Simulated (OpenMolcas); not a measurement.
neutral cobalt.

```yaml
Program: OpenMolcas
Basis: ANO-RCC-VQZP [7s6p4d3f2g1h]
Scalar_Hamiltonian: DKH2, point nucleus
Active_space: 7 electrons in 5 orbitals (3d)
State_averaging: 2S+1 = 4 even, 10 roots; 2S+1 = 2 even, 40 roots (35 in the spin-orbit step)
Spin-orbit_coupling: state interaction with AMFI integrals over the reference wave functions, term energies averaged over their components
```

Two sets of levels on these reference wave functions, in cm-1 above 3d7 4s2 4F 9/2: one from CASSCF and one from SS-CASPT2, IPEA 0.25 Eh, imaginary shift 0.1 Eh (closed shells correlated: 3s 3p 4s).

```
          Level  Set 1  Set 2
 3d7 4s2 4F 9/2    0.0    0.0
 3d7 4s2 4F 7/2    814    809
 3d7 4s2 4F 5/2   1410   1408
 3d7 4s2 4F 3/2   1817   1821
 3d7 4s2 2G 9/2  15650  18860
 3d7 4s2 4P 5/2  15020  18910
 3d7 4s2 4P 3/2  15290  19180
 3d7 4s2 4P 1/2  15660  19550
 3d7 4s2 2G 7/2  16430  19630
 3d7 4s2 2P 3/2  20600  24930
3d7 4s2 2H 11/2  21090  25060
 3d7 4s2 2P 1/2  21550  25730
 3d7 4s2 2H 9/2  21780  25730
 3d7 4s2 2D 5/2  21960  27130
 3d7 4s2 2D 3/2  23300  28330
 3d7 4s2 2F 5/2  35310  43380
```

Task: Which set is which?

Result: Set 1 is SS-CASPT2. Its levels of the other terms of 3d7 4s2 lie at 0.79 to 0.85 of the other set's values, as expected, since terms of lower spin or lower L gain more correlation energy than the Hund ground term. Against 6 measured levels (NIST Handbook of Basic Atomic Spectroscopic Data) the mean absolute deviation is 630 cm-1 with it and 2600 cm-1 without; single levels miss by up to 1300 cm-1 with it.

CASPT2 does not keep the components of a term degenerate, so their means are used; among the terms shown or strongly mixed into the levels shown the widest spread is 1100 cm-1 (3d7 4s2 4F, SS-CASPT2). Some high roots are left out of the spin-orbit mixing, which shifts the levels that they would mix with. With the s shell closed, the reference lacks s² → p², s² → d² and s → d mixing, so excited terms can stand far too high and out of order, with CASPT2 too. Without dynamic correlation excited terms often stand tens of per cent too high (terms of higher spin than the ground term too low), and those without a measured partner can miss by more than the paired ones (holds for CASSCF). The CASPT2 spread within a term exceeds the gap to the next term for 3d7 4s2 2P and 3d7 4s2 2H, 3d7 4s2 2H and 3d7 4s2 2D, so the order of their levels is uncertain (holds for SS-CASPT2). Measured partners are found by configuration, term and J. A level has none where our copy of the source lacks it or the pairing is in doubt (some pairs that miss far off the trend of their configuration count as doubtful), and it then counts in no deviation. Only configurations of the active space appear. The table leaves out levels that lie high or whose names do not pair safely across all columns.
